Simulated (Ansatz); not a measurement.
`Cl[SiH2][GeH]1[CH2][O]1`, relaxed with RKS PBE0-D4/def2-TZVP in Ansatz from a PBE-D4/def2-SVP geometry. The force threshold is 0.005 eV/Å; the program also tests the step.

The species carries charge 0 and has multiplicity 1.

Start:

```xyz
10

Cl    0.876    2.215   -1.179
Si   -0.738    0.907   -1.390
Ge   -0.692   -0.457    0.555
C     1.068   -0.626    1.383
O     0.952   -1.385    0.221
H    -2.004    1.708   -1.511
H    -0.534    0.087   -2.631
H    -1.762   -1.540    0.858
H     1.727    0.269    1.345
H     1.109   -1.177    2.349
```

Q: By how much does the energy fall, and how many steps does the optimiser take? (Estimate.)

A: Computed: 8.25 kJ/mol, in 15 steps.

Q: Which bonds change most? (An estimate is asked.)

A: Computed: Ge3–O5 from 1.918 to 1.847 Å; Ge3–C4 from 1.953 to 1.912 Å; Cl1–Si2 from 2.088 to 2.053 Å; C4–H10 from 1.113 to 1.091 Å.

Q: Give the relaxed structure. (Estimate.)

A: Ansatz gave: 
```xyz
10

Cl    0.894    2.165   -1.341
Si   -0.734    0.917   -1.420
Ge   -0.575   -0.561    0.420
C     1.032   -0.601    1.457
O     1.045   -1.444    0.327
H    -1.969    1.735   -1.330
H    -0.708    0.189   -2.710
H    -1.701   -1.545    0.759
H     1.706    0.254    1.415
H     1.010   -1.110    2.422
```
